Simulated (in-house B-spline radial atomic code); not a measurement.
The outermost shell (largest non-relativistic mean radius) with and without relativity; Dirac values are averaged over j. Computed with a radial B-spline atomic code at the basis-set limit: non-relativistic Hartree-Fock and Dirac-Hartree-Fock, averages of the configuration (point nuclei without relativity, finite nuclei with it).

| ion | configuration | outermost shell | radius non-relativistic (bohr) | radius Dirac (bohr) | radius change (%) | level non-relativistic (eV) | level Dirac (eV) | spin-orbit splitting (eV) |
| --- | --- | --- | --- | --- | --- | --- | --- | --- |
| B+ | [He] 2s2 | 2s | 1.7982 | 1.7976 | -0.031842 | -23.778 | -23.785 | - |
| C+ | [He] 2s2 2p1 | 2s | 1.4755 | 1.4748 | -0.050969 | -31.396 | -31.413 | - |
| N+ | [He] 2s2 2p2 | ? | ? | ? | ? | ? | ? | ? |
| O+ | [He] 2s2 2p3 | 2p | 1.0965 | 1.0964 | -0.011061 | -33.857 | -33.849 | 0.042834 |
| F+ | [He] 2s2 2p4 | 2p | 0.9736 | 0.97343 | -0.017422 | -38.704 | -38.693 | 0.076582 |
| Ne+ | [He] 2s2 2p5 | 2p | 0.87588 | 0.87567 | -0.024809 | -43.718 | -43.703 | 0.1277 |
| Mg+ | [Ne] 3s1 | 3s | 2.8406 | 2.8361 | -0.15727 | -14.733 | -14.756 | - |
| Al+ | [Ne] 3s2 | 3s | 2.4297 | 2.4253 | -0.18155 | -17.750 | -17.782 | - |
| Si+ | [Ne] 3s2 3p1 | 3p | 2.4701 | 2.4702 | 0.0039453 | -15.942 | -15.931 | 0.037774 |
| P+ | [Ne] 3s2 3p2 | 3p | 2.1466 | 2.1463 | -0.013099 | -18.917 | -18.904 | 0.064047 |
| S+ | [Ne] 3s2 3p3 | ? | ? | ? | ? | ? | ? | ? |
| Cl+ | [Ne] 3s2 3p4 | ? | ? | ? | ? | ? | ? | ? |
| Ar+ | [Ne] 3s2 3p5 | 3p | 1.5585 | 1.5574 | -0.064762 | -28.445 | -28.432 | 0.21573 |
| K+ | [Ne] 3s2 3p6 | 3p | 1.4313 | 1.4301 | -0.083331 | -31.852 | -31.84 | 0.29926 |

Q: Fill in the row of N+.

A: outermost shell: 2p; radius non-relativistic (bohr): 1.256; radius Dirac (bohr): 1.2559; radius change (%): -0.0057334; level non-relativistic (eV): -29.167; level Dirac (eV): -29.161; spin-orbit splitting (eV): 0.021861.

Q: Fill in the row of S+.

A: outermost shell: 3p; radius non-relativistic (bohr): 1.9033; radius Dirac (bohr): 1.9028; radius change (%): -0.029851; level non-relativistic (eV): -21.984; level Dirac (eV): -21.971; spin-orbit splitting (eV): 0.10086.

Q: Fill in the row of Cl+.

A: outermost shell: 3p; radius non-relativistic (bohr): 1.7126; radius Dirac (bohr): 1.7118; radius change (%): -0.046966; level non-relativistic (eV): -25.157; level Dirac (eV): -25.144; spin-orbit splitting (eV): 0.15055.

Q: Which member changes most?

A: Aluminium (Al+): its 3s shell contracts by 0.2 %.
